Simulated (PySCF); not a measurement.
From computed data to an observable: oscillator strength and radiative lifetime

2-chlorosilylpropan-2-ol (C₃H₉ClOSi), SMILES CC(C)(O)[SiH2]Cl.

Coordinates come from a PBE-D3(BJ)/def2-SVP optimisation. The values are those of a single conformer.

TDA-M06-2X/def2-SVPD in PySCF 2.14.0 puts the first singlet state with f over 0.02 at 7.77 eV (vertical), with the transition dipole (-0.249, 0.323, 0.005) in atomic units.

Q: Find the oscillator strength, the wavelength and the radiative lifetime that this transition would have in vacuum if emission retraced absorption.

A: 
|μ|² = 0.1664 au, so |μ| = 1.04 D. ΔE = 7.77/27.211 = 0.2855 hartree. f = (2/3) ΔE |μ|² = 0.032 (the program prints 0.032).
λ = 1239.84/7.77 = 160 nm; ν = 62669 cm⁻¹.
Einstein's coefficient A = 0.6670 ν² f s⁻¹ (ν in cm⁻¹) = 8.3e7 s⁻¹, so τ = 1/A = 12 ns. This state is S4; the lower singlets have f = 0.003, 0.008, 0.009. The figure is the radiative limit of this one transition; relaxation, internal conversion, crossing to triplets and a medium change what is measured.
